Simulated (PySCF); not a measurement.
## Correlation energy of Se (selenium, neutral)

[Ar] 3d10 4s2 4p4, high-spin 3P determinant. All numbers are calculated (PySCF 2.14, the spin-free X2C one-electron Hamiltonian (Gaussian nucleus), in cc-pVDZ-DK). Frozen: [Ar] 3d10; 6 electrons correlated.

MP2 pair energies summed by pair of shells (mhartree):

```
 pair  energy  share (%)
4p-4p  -33.23       46.8
4s-4p  -31.46       44.3
4s-4s   -6.34        8.9
```

Total MP2 correlation energy: -71.03 mhartree.

Same-spin part -17.68 and opposite-spin part -53.35 mhartree; SCS-MP2 scales them by 1/3 and 6/5 to -69.92 mhartree.

| level | correlation energy (mhartree) |
| --- | --- |
| CCSD | -86.43 |
| (T) | -0.83 |
| CCSD(T) | -87.26 |

Diagnostics: T1 = 0.0061, D1 = 0.0199, largest double amplitude 0.051.

Question: Is a single reference adequate?

Answer: Yes, within this model without spin-orbit coupling: T1 lies below 0.03 and no double amplitude reaches 0.07.
